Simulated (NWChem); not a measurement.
System: C₃H₉Si, doublet; SMILES C[Si](C)C

Input file for NWChem:

```
start job
memory heap 200 mb stack 900 mb global 1100 mb
geometry units angstroms
  C     -0.392463     1.776907     0.034662
  Si    -0.065606    -0.070328     0.381468
  C      1.748437    -0.505267    -0.017390
  C     -1.246556    -1.154456    -0.652654
  H     -0.217161     2.006197    -1.015772
  H      0.260895     2.414697     0.622036
  H     -1.417219     2.050972     0.266004
  H      1.964525    -0.319455    -1.068816
  H      1.961439    -1.550696     0.184002
  H      2.439979     0.091818     0.569056
  H     -1.091519    -0.981914    -1.717035
  H     -1.086872    -2.211427    -0.462662
  H     -2.286477    -0.932662    -0.433496
end
basis spherical
  * library def2-svp
end
dft
  odft
  mult 2
  xc xpbe96 cpbe96
  disp vdw 4
  iterations 150
end
driver
  maxiter 120
end
task dft optimize
```

Excerpt of the output:

```
             Northwest Computational Chemistry Package (NWChem) 7.3.0
             --------------------------------------------------------

 C3  symmetry detected

                             Geometry "geometry" -> ""
                             -------------------------

 Output coordinates in angstroms (scale by  1.889725989 to convert to a.u.)

  No.       Tag          Charge          X              Y              Z
 ---- ---------------- ---------- -------------- -------------- --------------
    1 C                    6.0000     1.74007729    -0.48687398    -0.17995749
    2 Si                  14.0000     0.00000000     0.00000000     0.43188061
    3 C                    6.0000    -1.29168388    -1.26351415    -0.17995749
    4 C                    6.0000    -0.44839341     1.75038813    -0.17995749
    5 H                    1.0000     1.77421087    -0.49713761    -1.26873715
    6 H                    1.0000     2.02233951    -1.47631205     0.16654448
    7 H                    1.0000     2.49484194     0.21243578     0.16649478
    8 H                    1.0000    -1.31763923    -1.28794288    -1.26873715
    9 H                    1.0000    -2.28969350    -1.01324137     0.16654448
   10 H                    1.0000    -1.06344619    -2.26681438     0.16649478
   11 H                    1.0000    -0.45657164     1.78508049    -1.26873715
   12 H                    1.0000    -1.43139575     2.05437861     0.16649478
   13 H                    1.0000     0.26735399     2.48955342     0.16654448

 Effective nuclear repulsion energy (a.u.)     163.4148174803

      Symmetry information
      --------------------

 Group name             C3
 Group number              5
 Group order               3
 No. of unique centers     5

                                Z-matrix (autoz)
                                --------

 Units are Angstrom for bonds and degrees for angles

      Type          Name      I     J     K     L     M      Value
      ----------- --------  ----- ----- ----- ----- ----- ----------
    1 Stretch                  1     2                       1.90768
    2 Stretch                  1     5                       1.08936
    3 Stretch                  1     6                       1.08569
    4 Stretch                  1     7                       1.08569
    5 Stretch                  2     3                       1.90768
    6 Stretch                  2     4                       1.90768
    7 Stretch                  3     8                       1.08936
    8 Stretch                  3     9                       1.08569
    9 Stretch                  3    10                       1.08569
   10 Stretch                  4    11                       1.08936
   11 Stretch                  4    12                       1.08569
   12 Stretch                  4    13                       1.08569
   13 Bend                     1     2     3               110.22485
   14 Bend                     1     2     4               110.22485
   15 Bend                     2     1     5               110.58131
   16 Bend                     2     1     6               111.55370
   17 Bend                     2     1     7               111.55402
   18 Bend                     2     3     8               110.58131
   19 Bend                     2     3     9               111.55370
   20 Bend                     2     3    10               111.55402
   21 Bend                     2     4    11               110.58131
   22 Bend                     2     4    12               111.55402
   23 Bend                     2     4    13               111.55370
   24 Bend                     3     2     4               110.22485
   25 Bend                     5     1     6               107.59280
   26 Bend                     5     1     7               107.65120
   27 Bend                     6     1     7               107.72365
   28 Bend                     8     3     9               107.59280
   29 Bend                     8     3    10               107.65120
   30 Bend                     9     3    10               107.72365
   31 Bend                    11     4    12               107.65120
   32 Bend                    11     4    13               107.59280
   33 Bend                    12     4    13               107.72365
   34 Torsion                  1     2     3     8         -60.98604
   35 Torsion                  1     2     3     9         179.31442
   36 Torsion                  1     2     3    10          58.78731
   37 Torsion                  1     2     4    11          60.90889
   38 Torsion                  1     2     4    12        -179.31776
   39 Torsion                  1     2     4    13         -58.79064
   40 Torsion                  3     2     1     5          60.90889
   41 Torsion                  3     2     1     6         -58.79064
   42 Torsion                  3     2     1     7        -179.31776
   43 Torsion                  3     2     4    11         -60.98604
   44 Torsion                  3     2     4    12          58.78731
   45 Torsion                  3     2     4    13         179.31442
   46 Torsion                  4     2     1     5         -60.98604
   47 Torsion                  4     2     1     6         179.31442
   48 Torsion                  4     2     1     7          58.78731
   49 Torsion                  4     2     3     8          60.90889
   50 Torsion                  4     2     3     9         -58.79064
   51 Torsion                  4     2     3    10        -179.31776

  pbe96 is a nonlocal functional; adding pw91lda local functional.

                           NWChem Geometry Optimization
                           ----------------------------

 maximum gradient threshold         (gmax) =   0.000450
 rms gradient threshold             (grms) =   0.000300
 maximum cartesian step threshold   (xmax) =   0.001800
 rms cartesian step threshold       (xrms) =   0.001200
 fixed trust radius                (trust) =   0.300000
 source of zmatrix                         =   autoz

          -------------------
          Energy Minimization
          -------------------

 Using diagonal initial Hessian
 Scaling for Hessian diagonals: bonds = 1.00  angles = 0.25  torsions = 0.10

          --------
          Step   0

                                 NWChem DFT Module
                                 -----------------

 Summary of "ao basis" -> "ao basis" (spherical)
 ------------------------------------------------------------------------------
       Tag                 Description            Shells   Functions and Types
 ---------------- ------------------------------  ------  ---------------------
 C                          def2-svp                 6       14   3s2p1d
 Si                         def2-svp                 8       18   4s3p1d
 H                          def2-svp                 3        5   2s1p

      Symmetry analysis of basis
      --------------------------

        a          37
        e+         34
        e-         34

  Rotation of axis

            General Information
            -------------------
          SCF calculation type: DFT
          Wavefunction type:  spin polarized.
          No. of atoms     :    13
          No. of electrons :    41
           Alpha electrons :    21
            Beta electrons :    20
          Charge           :     0
          Spin multiplicity:     2
          Use of symmetry is: on ; symmetry adaption is: on
          Maximum number of iterations: 150
          AO basis - number of functions:   105
                     number of shells:    53
          Convergence on energy requested:  1.00D-06
          Convergence on density requested:  1.00D-05
          Convergence on gradient requested:  5.00D-04

              XC Information
              --------------
          PerdewBurkeErnzerhof Exchange Functional  1.000
            Perdew 1991 LDA Correlation Functional  1.000 local
           PerdewBurkeErnz. Correlation Functional  1.000 non-local

             Grid Information
             ----------------
          Grid used for XC integration:  medium
          Radial quadrature: Mura-Knowles
          Angular quadrature: Lebedev.
          Tag              B.-S. Rad. Rad. Pts. Rad. Cut. Ang. Pts.
          ---              ---------- --------- --------- ---------
          C                   0.70       49          11.0       434
          Si                  1.10       88           8.0       590
          H                   0.35       45          12.0       434
          Grid pruning is: on
          Number of quadrature shells:   272
          Spatial weights used:  Erf1

           DFT-D3BJ Model
          s6 scale factor  :        1.000000000000
          s8 scale factor  :        0.787500000000
          a1 parameter     :        0.428900000000
          a2 parameter     :        4.440700000000
              vdW contrib  :       -0.009707272656

      Superposition of Atomic Density Guess
      -------------------------------------

 Sum of atomic energies:        -406.10648699

      Non-variational initial energy
      ------------------------------

 Total energy =    -408.484935
 1-e energy   =    -879.937223
 2-e energy   =     308.037470
 HOMO         =      -0.117212
 LUMO         =       0.084407

[...]

      ----------------------
      Optimization converged
      ----------------------

  Step       Energy      Delta E   Gmax     Grms     Xrms     Xmax
  ---- ---------------- -------- -------- -------- -------- --------
@    3    -408.70579462 -1.0D-06  0.00003  0.00002  0.00033  0.00064
                                     ok       ok       ok       ok

                                Z-matrix (autoz)
                                --------

 Units are Angstrom for bonds and degrees for angles

      Type          Name      I     J     K     L     M      Value     Gradient
      ----------- --------  ----- ----- ----- ----- ----- ---------- ----------
    1 Stretch                  1     2                       1.90006   -0.00001
    2 Stretch                  1     5                       1.11298    0.00002
    3 Stretch                  1     6                       1.10875   -0.00003
    4 Stretch                  1     7                       1.10877   -0.00003
    5 Stretch                  2     3                       1.90006   -0.00001
    6 Stretch                  2     4                       1.90006   -0.00001
    7 Stretch                  3     8                       1.11298    0.00002
    8 Stretch                  3     9                       1.10875   -0.00003
    9 Stretch                  3    10                       1.10877   -0.00003
   10 Stretch                  4    11                       1.11298    0.00002
   11 Stretch                  4    12                       1.10877   -0.00003
   12 Stretch                  4    13                       1.10875   -0.00003
   13 Bend                     1     2     3               110.21699   -0.00000
   14 Bend                     1     2     4               110.21699   -0.00000
   15 Bend                     2     1     5               110.29855   -0.00001
   16 Bend                     2     1     6               111.37884   -0.00002
   17 Bend                     2     1     7               111.39128   -0.00002
   18 Bend                     2     3     8               110.29855   -0.00001
   19 Bend                     2     3     9               111.37884   -0.00002
   20 Bend                     2     3    10               111.39128   -0.00002
   21 Bend                     2     4    11               110.29855   -0.00001
   22 Bend                     2     4    12               111.39128   -0.00002
   23 Bend                     2     4    13               111.37884   -0.00002
   24 Bend                     3     2     4               110.21699   -0.00000
   25 Bend                     5     1     6               107.83262    0.00002
   26 Bend                     5     1     7               107.83042    0.00002
   27 Bend                     6     1     7               107.96076    0.00002
   28 Bend                     8     3     9               107.83262    0.00002
   29 Bend                     8     3    10               107.83042    0.00002
   30 Bend                     9     3    10               107.96076    0.00002
   31 Bend                    11     4    12               107.83042    0.00002
   32 Bend                    11     4    13               107.83262    0.00002
   33 Bend                    12     4    13               107.96076    0.00002
   34 Torsion                  1     2     3     8         -60.95410    0.00000
   35 Torsion                  1     2     3     9         179.34714   -0.00000
   36 Torsion                  1     2     3    10          58.74997    0.00001
   37 Torsion                  1     2     4    11          60.92053   -0.00001
   38 Torsion                  1     2     4    12        -179.37540   -0.00000
   39 Torsion                  1     2     4    13         -58.77823   -0.00001
   40 Torsion                  3     2     1     5          60.92053   -0.00001
   41 Torsion                  3     2     1     6         -58.77823   -0.00001
   42 Torsion                  3     2     1     7        -179.37540   -0.00000
   43 Torsion                  3     2     4    11         -60.95410    0.00000
   44 Torsion                  3     2     4    12          58.74997    0.00001
   45 Torsion                  3     2     4    13         179.34714   -0.00000
   46 Torsion                  4     2     1     5         -60.95410    0.00000
   47 Torsion                  4     2     1     6         179.34714   -0.00000
   48 Torsion                  4     2     1     7          58.74997    0.00001
   49 Torsion                  4     2     3     8          60.92053   -0.00001
   50 Torsion                  4     2     3     9         -58.77823   -0.00001
   51 Torsion                  4     2     3    10        -179.37540   -0.00000

                         Geometry "geometry" -> "geometry"
                         ---------------------------------

 Output coordinates in angstroms (scale by  1.889725989 to convert to a.u.)

  No.       Tag          Charge          X              Y              Z
 ---- ---------------- ---------- -------------- -------------- --------------
    1 C                    6.0000     1.73301429    -0.48499567    -0.17813261
    2 Si                  14.0000    -0.00000000     0.00000000     0.43151444
    3 C                    6.0000    -1.28652572    -1.25833656    -0.17813261
    4 C                    6.0000    -0.44648857     1.74333223    -0.17813261
    5 H                    1.0000     1.76255554    -0.49358055    -1.29069116
    6 H                    1.0000     2.01812996    -1.49592177     0.17690751
    7 H                    1.0000     2.50156327     0.23125770     0.17638293
    8 H                    1.0000    -1.30873106    -1.27962760    -1.29069116
    9 H                    1.0000    -2.30457124    -0.99979093     0.17690751
   10 H                    1.0000    -1.05050659    -2.28204619     0.17638293
   11 H                    1.0000    -0.45382447     1.77320815    -1.29069116
   12 H                    1.0000    -1.45105668     2.05078849     0.17638293
   13 H                    1.0000     0.28644128     2.49571270     0.17690751

 Effective nuclear repulsion energy (a.u.)     163.1046161409

      Symmetry information
      --------------------

 Group name             C3
 Group number              5
 Group order               3
 No. of unique centers     5

                Final and change from initial internal coordinates
                --------------------------------------------------

                                Z-matrix (autoz)
                                --------

 Units are Angstrom for bonds and degrees for angles

[...]
```

Level: PBE-D3(BJ)/def2-SVP, spin-unrestricted. In the optimisation the excess spin sits in a (C3, its own frame). No frequency run checked for a minimum.
